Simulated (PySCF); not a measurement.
# NbO₂⁺: bending curve

All numbers come from PBE0 in PySCF with Nb def2-TZVP with ECP28, O def2-TZVP; scalar-relativistic core potentials, no spin–orbit coupling; density-fitted integrals.

Rigid scan from the singlet minimum (Nb–O 1.663 Å (×2); O–Nb–O 103.3°). Coordinate: the O–Nb–O angle, bonds fixed. Energies in kJ/mol from the minimum.

(1) Predict the curve at 80, 90, 100, 110, 120, 130, 140, 150, 160, 170, 180.

## Answers

(1) 
```csv
bond angle (°),E (kJ/mol),"dipole size (D, about the centre of mass)"
80,118.2,6.72
90,33.6,6.48
100,1.9,6.20
110,7.2,5.86
120,42.3,5.45
130,102.4,4.96
140,183.2,4.36
150,278.6,3.64
160,378.8,2.77
170,465.3,1.65
180,505.6,0.00
```

With the bonds held, the linear shape lies 505.6 kJ/mol from the minimum.
